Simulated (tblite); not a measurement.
Start geometry of `CS(=O)(=O)O/C=C(/F)C=O` from a force field or distance geometry (Å):
```
atom  x, y, z in Å
C1    -2.4944   -0.7224    0.0528
S2    -1.5652    0.7874   -0.0427
O3    -1.7589    1.3890   -1.3273
O4    -1.7517    1.5351    1.1865
O5    -0.0821    0.0925    0.0012
C6     1.0527    0.8567   -0.0574
C7     2.2942    0.3584   -0.0401
F8     3.3682    1.1824   -0.0833
C9     2.6360   -1.0864    0.0394
O10    1.8031   -1.9896    0.0966
H11   -2.2563   -1.2419    0.9784
H12   -2.2693   -1.3391   -0.8136
H13   -3.5677   -0.4544    0.0568
H14    0.8762    1.9217   -0.1131
H15    3.7107   -1.2813    0.0439
```

**Question.** What comes out of this run: tblite, GFN2-xTB geometry optimisation, gas phase?

**Answer.** 
```
atom  x, y, z in Å
C1    -2.534   -0.710    0.055
S2    -1.552    0.776   -0.035
O3    -1.676    1.427   -1.295
O4    -1.662    1.564    1.145
O5    -0.075    0.010   -0.001
C6     0.995    0.805   -0.052
C7     2.248    0.318   -0.034
F8     3.268    1.204   -0.089
C9     2.652   -1.084    0.041
O10    1.899   -2.020    0.099
H11   -2.267   -1.212    0.973
H12   -2.283   -1.308   -0.809
H13   -3.579   -0.430    0.050
H14    0.811    1.873   -0.109
H15    3.751   -1.207    0.039
```

The energy falls by 0.161 eV over 46 L-BFGS steps, the largest force on an atom goes from 2.10 to 0.009 eV/Å, and the atoms move by 0.071 Å rms after alignment. The bond that changes most is O5–C6 (ends: oxygen bonded to C and S; vinylic carbon bearing oxygen), which shortens by 0.035 Å. Bonds longer at the end by more than 0.005 Å: 4 of 14; shorter: 8. Among the angles that change most is S2–O5–C6, from 120.8° to 115.9°. Rotational constants go from 2152, 644.5, 552.7 to 2164, 660.2, 561.4 MHz. The orientation of the end geometry is arbitrary; only internal coordinates are fixed.

The run took 0.78 s wall on one thread, Intel Xeon at 2.70 GHz (x86_64), shared host with 64 logical CPUs at a one-minute load of 59.

GFN2-xTB frequencies show an imaginary mode (20i cm⁻¹), so the point is no minimum at that level. 3 starts were optimised and ended at 0.00, 1.94 and 1.96 kcal/mol (GFN2-xTB); the lowest of these is shown.

All values are computed, not measured.
